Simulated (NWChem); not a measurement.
AlBrCl$_{2}$; SMILES [Cl][Al]([Cl])[Br]

Computed with NWChem. Structure relaxed at the PBE0/def2-SVP level. Ions are spin-unrestricted doublets at the neutral geometry; other ion states weren't tried.

For level PBE0/def2-SVP:

| Quantity | Result |
|---|---|
| vertical ionisation energy, ΔSCF (eV) | 11.05 |
| −ε(HOMO) (eV) | 8.88 |

What are these values for level PBE/def2-SVP?


| Property | Value |
|---|---|
| vertical ionisation energy, ΔSCF (eV) | 10.47 |
| −ε(HOMO) (eV) | 7.49 |
